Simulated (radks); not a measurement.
Problem. Zr II, configuration [Kr] 4d2 5s1 (the NIST ground configuration). Calculated with a radial shooting solver on a logarithmic mesh with Libxc functionals: Dirac Kohn-Sham, PBE, spin-unpolarised, spherical densities, point nucleus; open shells fill j = l - 1/2 first. Some entries of the table are withheld. Estimate them.

orbital  occ.  eigenvalue (hartree)  <r> (bohr)
1s1/2       2             -655.0167         (1)
2s1/2       2             -90.95056      0.1623
2p1/2       2                   (2)      0.1387
2p3/2       4                   (3)      0.1430
3s1/2       2             -15.10934      0.4583
3p1/2       2             -12.25200      0.4549
3p3/2       4             -11.74970      0.4654
3d3/2       4              -6.71358         (4)
3d5/2       6              -6.62183         (5)
4s1/2       2              -2.24505       1.213
4p1/2       2              -1.48021       1.347
4p3/2       4              -1.41509       1.378
4d3/2       2              -0.36858       2.128
5s1/2       1              -0.36482       3.431
4d5/2       0              -0.36341       2.148

Solution. 
(1) 1s1/2 <r> (bohr): 0.03706
(2) 2p1/2 eigenvalue (hartree): -83.27444
(3) 2p3/2 eigenvalue (hartree): -80.11918
(4) 3d3/2 <r> (bohr): 0.4505
(5) 3d5/2 <r> (bohr): 0.4540
